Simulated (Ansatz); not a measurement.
```yaml
crystal:
  periodic: [false, false, false]
  atoms:
    - {symbol: Ag, position_ang: [-1.537905, 0.109967, -0.381940]}
    - {symbol: Cl, position_ang: [-0.737393, -0.065257, 1.649809]}
    - {symbol: Ag, position_ang: [1.249469, -0.268969, 0.395756]}
    - {symbol: Cl, position_ang: [0.817769, 0.029881, -1.782933]}
basis:
  gaussian: {orbitals: STO-3G}
total_charge: 1
magnetization: {spin_polarized: true, initial_magnetization: 1}
hamiltonian: {xc: {name: wB97X-V}}
accuracy: high
output: {forces: true}
```

```sh
$ ansatz run in.yaml --threads 4 --pin off --events-out ev --progress --plain --max-ram 3916MiB
```

Output, abridged:

```
Functional definition: wB97X-V
1452 factors; integrals over basis functions are off by at most 4.4e-9 eV
254 factors; integrals over basis functions are off by at most 2.2e-9 eV
mean field evaluation 1: about -304947.0313 eV, gradient 1.3e1 eV
mean field evaluation 2: about -304949.2165 eV, gradient 4.4e0 eV
mean field evaluation 4: about -304949.4384 eV, gradient 1.5e0 eV
mean field evaluation 8: about -304949.5201 eV, gradient 1.6e-1 eV
mean field evaluation 16: about -304949.5272 eV, gradient 3.1e-2 eV
mean field evaluation 32: about -304949.5275 eV, gradient 1.3e-3 eV
mean field evaluation 64: about -304949.5275 eV, gradient 4.2e-7 eV
mean field -304949.52751866 eV, -11206.6884340969 hartree, gradient 7.4e-8 eV, S^2 0.791908; 6 other end points of the search recorded, 0 dependent functions left out
reference -304949.52751854 eV, -11206.6884340925 hartree; 64, 63 occupied and 8, 9 virtual orbitals, 1452 factors
Total energy: -304949.52751854 eV, -11206.6884340925 hartree
Atom 0 at    -1.537905     0.109967    -0.381940 Å, force     3.319470    -0.366444     0.300314 eV/Å
Atom 1 at    -0.737393    -0.065257     1.649809 Å, force     0.048460    -0.057554     0.341816 eV/Å
Atom 2 at     1.249469    -0.268969     0.395756 Å, force    -3.056639     0.514204    -1.398052 eV/Å
Atom 3 at     0.817769     0.029881    -1.782933 Å, force    -0.311291    -0.090207     0.755922 eV/Å
Dipole moment:    -0.053333    -0.063871     0.060541 e Å
```

Run time 73 s (4 threads of Intel Xeon Platinum 8375C on a shared host), peak host memory 1.1 GiB.

The dipole of an ion depends on the origin.
